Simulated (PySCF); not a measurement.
Molecule (SMILES): BN (BH2-NH2).
Geometry (B3LYP-D3(BJ)/def2-TZVP, fixed):
```xyz
6

B     -0.7766     0.0323    -0.0041
N      0.6098    -0.0254     0.0032
H     -1.3984    -0.9854    -0.0254
H     -1.3119     1.0982     0.0110
H      1.1972     0.7922     0.0209
H      1.1274    -0.8889    -0.0085
```

How fast the isotropic shielding of H3 converges with the basis for several methods (PySCF): deviation from each method's own reference, in ppm. References: HF 27.29 ppm, the value in pcseg-3; PBE 26.40 ppm, the value in pcseg-3; PBE0 26.53 ppm, the value in pcseg-3. All functions are spherical. Core-valence sets carry the plain set on hydrogen. No added dispersion term, no relativity. GIAO; atoms are numbered in the order shown.

```tsv
basis	functions	HF	PBE	PBE0
STO-3G	14	1.39	1.97	1.81
def2-SVP	48	0.13	0.09	0.11
cc-pVDZ	48	0.03	0.04	0.04
def2-SVPD	72	0.04	-0.04	0.00
cc-pCVTZ	142	0.06	0.10	0.08
6-311++G(3df,3pd)	150	-0.01	0.00	0.00
aug-cc-pVTZ	184	0.01	0.02	0.02
aug-pcseg-2	184	0.04	0.03	0.04
```

Mean absolute deviation over cc-pCVTZ, 6-311++G(3df,3pd), aug-cc-pVTZ, aug-pcseg-2: HF 0.03, PBE0 0.03, PBE 0.04 ppm.
